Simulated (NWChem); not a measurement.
# H₂BO₃ anion

```xyz
6

O      0.0000     0.0000    -1.4838
B      0.0000     0.0000    -0.2033
O     -0.0009    -1.2125     0.6108
O      0.0009     1.2125     0.6108
H      0.0174    -1.0419     1.5565
H     -0.0174     1.0419     1.5565
```
Atoms are numbered in this order, from 1.

Computed with NWChem. Sets without diffuse functions describe the anion's extra electron poorly. The geometry was optimised at B3LYP/def2-SVPD. The highest occupied level is positive in some or all of these runs, so the extra electron may be held by the finite basis. Level PBE/def2-SVP: energy and gradient on several grids; changes count from the extra-fine grid, which is no exact limit either.

Task: Which is the coarsest grid (fine; xfine; xcoarse; coarse; medium) from which on the energy stays within 500 μHa and each gradient component within 500 μHa/bohr of xfine?

Result: coarse.
```json
[
 {"grid": "xcoarse", "size of the energy change (μHa)": "2000", "largest change of a gradient component (μHa/bohr)": "700", "time, medium = 1 (rough)": "about 1"},
 {"grid": "coarse", "size of the energy change (μHa)": "40", "largest change of a gradient component (μHa/bohr)": "100", "time, medium = 1 (rough)": "about 1"},
 {"grid": "medium", "size of the energy change (μHa)": "< 10", "largest change of a gradient component (μHa/bohr)": "< 30", "time, medium = 1 (rough)": "about 1"},
 {"grid": "fine", "size of the energy change (μHa)": "< 10", "largest change of a gradient component (μHa/bohr)": "< 30", "time, medium = 1 (rough)": "about 1"},
 {"grid": "xfine", "size of the energy change (μHa)": "< 10", "largest change of a gradient component (μHa/bohr)": "< 30", "time, medium = 1 (rough)": "3"}
]
```
